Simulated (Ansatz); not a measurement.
Correlation energies of C4H16N4Si (`CN[Si](NC)(NC)NC`) by basis set

Cartesian coordinates in Å:
```
C 0.386 0.586 -2.721
N -0.516 0.567 -1.595
Si -0.078 0.371 0.050
N 0.700 1.767 0.677
C 1.176 1.917 2.033
N 0.964 -0.991 0.078
C 0.778 -2.246 -0.609
N -1.461 0.170 1.041
C -2.208 -1.053 1.210
H 1.326 0.108 -2.435
H -0.015 0.027 -3.575
H 0.626 1.599 -3.072
H -1.430 0.939 -1.793
H 1.185 2.350 0.014
H 0.556 1.312 2.699
H 1.099 2.955 2.373
H 2.219 1.600 2.174
H 1.690 -1.011 0.776
H 0.463 -3.063 0.053
H 1.691 -2.570 -1.122
H 0.004 -2.126 -1.371
H -1.957 1.000 1.324
H -3.056 -1.153 0.520
H -2.595 -1.148 2.230
H -1.548 -1.907 1.039
```

Charge 0, multiplicity 1. The structure was optimised at the PBE0-D4/def2-TZVP level. It is one conformer, not always the lowest. Frozen core, restricted reference, Ansatz 0.2.0. CBS rows extrapolate triple and quadruple zeta; past MP2 they add the triple-zeta difference.

| basis | HF (Eh) | MP2 corr. |
| --- | --- | --- |
| def2-SVP | -667.24062 | -1.34311 |
| def2-TZVPP | -667.78551 | -1.67328 |
| def2-QZVPP | -667.81380 | -1.78715 |

Task: Estimate the CCSD correlation energy and the (T) correction in each basis where they were run (hartree).

Result: 
```tsv
basis	CCSD corr.	(T)
def2-SVP	-1.44487	-0.04028
def2-TZVPP	-1.75195	-0.06893
CBS(def2)	-1.95016	as TZ
```
